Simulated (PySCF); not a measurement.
Barium: highly charged ions in a basis for the neutral atom

Ba⁵⁺ [Kr] 4d10 5s2 5p3, Ba⁶⁺ [Kr] 4d10 5s2 5p2. Calculation: PySCF 2.14, in def2-TZVP with the def2 core potential (46 electrons) (6s4p3d1f, 40 functions); scalar relativity through the core potential. No spin-orbit coupling, so a gap to NIST mixes the basis error with missing relativistic terms.

Changed run: basis of the neutral atom used for a highly charged ion. This setting is unsound on purpose.

| species | method | sound run (hartree) | changed run (hartree) | converged |
| --- | --- | --- | --- | --- |
| Ba⁵⁺ | UHF | not run | -19.40276 | yes |
| Ba⁵⁺ | M06-2X | not run | -19.50171 | yes |
| Ba⁵⁺ | r2SCAN | not run | -19.58455 | yes |
| Ba⁶⁺ | UHF | not run | -16.69236 | yes |
| Ba⁶⁺ | M06-2X | not run | -16.79145 | yes |
| Ba⁶⁺ | r2SCAN | not run | -16.83977 | yes |

Ionisation energy of Ba⁵⁺:

```tsv
method	changed run (eV)	NIST (eV)
UHF	73.754	71 ± 2
M06-2X	73.750	71 ± 2
r2SCAN	74.689	71 ± 2
```

The contracted functions were made for the neutral atom and can be too rigid for a highly charged ion.
